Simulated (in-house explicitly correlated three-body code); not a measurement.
Computed with an exponentially correlated three-body code. Model: two electrons around a point charge, non-relativistic, variational in 260 exponentially correlated functions (energies converged to about 1e-7 hartree, or 1e-8 relative for large Z), ground state as one setting changes.

| nuclear charge | ground energy (hartree) | binding of second electron (eV) | mean radius (bohr) | mean distance of electrons (bohr) | mean cosine of angle |
| --- | --- | --- | --- | --- | --- |
| 1.5 | -1.46527905 | 9.2595 | 1.3565 | 2.1106 | -0.082969 |
| 1.52 | -1.51322021 | 9.7422 | 1.3318 | 2.0702 | -0.082047 |
| 1.54 | -1.56196138 | 10.236 | 1.308 | 2.0314 | -0.081141 |
| 1.56 | -1.61150251 | 10.74 | 1.285 | 1.994 | -0.08025 |
| 1.58 | -1.66184351 | 11.256 | 1.2629 | 1.958 | -0.079374 |
| 1.6 | -1.71298434 | 11.782 | 1.2415 | 1.9234 | -0.078514 |
| 1.62 | ? | ? | ? | ? | ? |
| 1.64 | -1.81766529 | 12.867 | 1.2009 | 1.8576 | -0.076839 |
| 1.66 | -1.87120533 | 13.426 | 1.1817 | 1.8265 | -0.076024 |
| 1.68 | -1.92554505 | 13.996 | 1.163 | 1.7963 | -0.075223 |
| 1.7 | -1.98068442 | 14.577 | 1.145 | 1.7672 | -0.074437 |
| 1.72 | -2.03662341 | 15.168 | 1.1275 | 1.739 | -0.073665 |
| 1.74 | -2.09336201 | 15.771 | 1.1105 | 1.7117 | -0.072907 |
| 1.76 | -2.1509002 | 16.384 | 1.0941 | 1.6852 | -0.072163 |
| 1.78 | -2.20923798 | 17.008 | 1.0781 | 1.6596 | -0.071432 |
| 1.8 | -2.26837533 | 17.643 | 1.0626 | 1.6348 | -0.070715 |
| 1.82 | -2.32831224 | 18.289 | 1.0476 | 1.6106 | -0.07001 |
| 1.84 | -2.38904872 | 18.946 | 1.033 | 1.5872 | -0.069318 |
| 1.86 | ? | ? | ? | ? | ? |
| 1.88 | -2.51292032 | 20.292 | 1.005 | 1.5424 | -0.06797 |
| 1.9 | -2.57605545 | 20.981 | 0.99153 | 1.521 | -0.067314 |
| 1.92 | -2.63999013 | 21.682 | 0.97846 | 1.5001 | -0.06667 |
| 1.94 | -2.70472436 | 22.393 | 0.96573 | 1.4798 | -0.066036 |
| 1.96 | -2.77025815 | 23.115 | 0.95333 | 1.46 | -0.065414 |
| 1.98 | -2.83659148 | 23.848 | 0.94125 | 1.4408 | -0.064803 |

**Question.** What follows for nuclear charge = 1.86?

**Answer.** ground energy -2.45058474 hartree; binding of second electron 19.614 eV; mean radius 1.0188 bohr; mean distance of electrons 1.5645 bohr; mean cosine of angle -0.068638.

**Question.** What follows for nuclear charge = 1.62?

**Answer.** ground energy -1.76492494 hartree; binding of second electron 12.319 eV; mean radius 1.2209 bohr; mean distance of electrons 1.8899 bohr; mean cosine of angle -0.077669.
